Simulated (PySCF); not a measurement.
CaF (SMILES [F][Ca+]), charge +1, singlet, at a GFN2-xTB geometry (such geometries of metal compounds can be far from the true shape). Base run: CAMB3LYP/def2-SVP in PySCF.

The PySCF input:
```python
from pyscf import gto, scf, dft

mol = gto.Mole()
mol.atom = '''
    Ca   -0.000000   -0.000000   -0.613052
    F     0.000000    0.000000    1.362338
'''
mol.basis = 'def2-svp'
mol.charge = 1
mol.spin = 0
mol.verbose = 4
mol.build()

mf = dft.RKS(mol)
mf.xc = 'camb3lyp'
mf.kernel()
```

Each row names what was changed in the base input (with any setting that the change needs).

```tsv
change	ΔE vs base (mEh)	fitting functions	outcome
base	0.000	-	converged
only_dfj = on; auxbasis = def2-universal-jfit	[?]	105	converged
auxbasis = cc-pvdz-jkfit	-	-	input refused
auxbasis = default (with mf = mf.density_fit())	-0.002	237	converged
auxbasis = def2-svp-ri	[?]	[?]	converged
auxbasis = even-tempered beta=2.0	-0.059	396	converged
auxbasis = def2-universal-jfit	904.0	105	converged
auxbasis = def2-universal-jkfit	-0.002	237	converged
auxbasis = def2-tzvp-ri	-1362.1	181	converged
auxbasis = cc-pvtz-ri	-	-	input refused
```

Q: What belongs in the gaps?

A: 
- only_dfj = on; auxbasis = def2-universal-jfit, ΔE vs base (mEh): -0.121
- auxbasis = def2-svp-ri, ΔE vs base (mEh): -14964.5
- auxbasis = def2-svp-ri, fitting functions: 124

A fitting set is made for a task (jfit for Coulomb, jkfit for Coulomb and exchange, ri for correlation) and for a family of orbital bases.

- auxbasis = cc-pvdz-jkfit: ended with `pyscf.lib.exceptions.BasisNotFoundError: Basis set not found for Ca in cc-pvdz-jkfit`
- auxbasis = cc-pvtz-ri: ended with `pyscf.lib.exceptions.BasisNotFoundError: Basis set not found for Ca in cc-pvtz-ri`
